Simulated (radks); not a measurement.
Values are calculated unless marked as measured or tabulated.
Ru+, configuration [Kr] 4d7.

Level of theory: Dirac Kohn-Sham, PBE, spin-unpolarised, spherical densities, finite nucleus; open shells fill j = l - 1/2 first; Fermi nuclear charge, rms radius 4.4809 fm (a radial shooting solver on a logarithmic mesh with Libxc functionals).

Energy parts (Ry):
| part | energy |
|---|---|
| total | -9062.42281 |
| kinetic | 9430.22604 |
| electron-nucleus | -21900.42190 |
| Hartree | 3674.77979 |
| exchange-correlation | -267.00674 |

Orbitals (lengths in bohr, moments of r in powers of bohr):
| orbital | occ. | eigenvalue (Ry) | <r^2> | <r> | small-component weight |
|---|---|---|---|---|---|
| 1s1/2 | 2 | -1612.012 | 0.001510 | 0.03344 | 2.58e-02 |
| 2s1/2 | 2 | -232.1725 | 0.02495 | 0.1453 | 5.34e-03 |
| 2p1/2 | 2 | -214.5715 | 0.01876 | 0.1236 | 5.35e-03 |
| 2p3/2 | 4 | -204.9486 | 0.02011 | 0.1284 | 5.16e-03 |
| 3s1/2 | 2 | -41.32468 | 0.1856 | 0.4024 | 1.46e-03 |
| 3p1/2 | 2 | -34.49575 | 0.1822 | 0.3956 | 1.40e-03 |
| 3p3/2 | 4 | -32.86315 | 0.1920 | 0.4063 | 1.35e-03 |
| 3d3/2 | 4 | -20.77682 | 0.1750 | 0.3821 | 1.24e-03 |
| 3d5/2 | 6 | -20.45878 | 0.1780 | 0.3856 | 1.22e-03 |
| 4s1/2 | 2 | -6.14821 | 1.180 | 1.020 | 3.46e-04 |
| 4p1/2 | 2 | -4.12113 | 1.410 | 1.109 | 2.94e-04 |
| 4p3/2 | 4 | -3.87362 | 1.491 | 1.140 | 2.80e-04 |
| 4d3/2 | 4 | -0.93306 | 3.263 | 1.631 | 1.49e-04 |
| 4d5/2 | 3 | -0.90872 | 3.356 | 1.654 | 1.46e-04 |

The highest occupied level is 4d5/2 at -12.364 eV. The electron density at the nucleus is 1.101e+05 e/bohr^3. Summed over all electrons, <r^2> = 37.71 bohr^2, which gives a Langevin (diamagnetic) susceptibility term of -29.9 x 10^-6 cm^3/mol. The density falls to 0.001 e/bohr^3 at r = 3.83 bohr. For comparison, the ionisation energy in NIST's Atomic Spectra Database is 16.8 eV (semi-empirical). In exact Kohn-Sham theory the highest level is minus the ionisation energy, but local and semilocal functionals leave it too shallow, through self-interaction and a potential that decays too fast; potentials with the right tail come closer.

Beside tabulated values, note that spin-unpolarised runs miss the spin-polarisation part of the exchange energy of open shells.
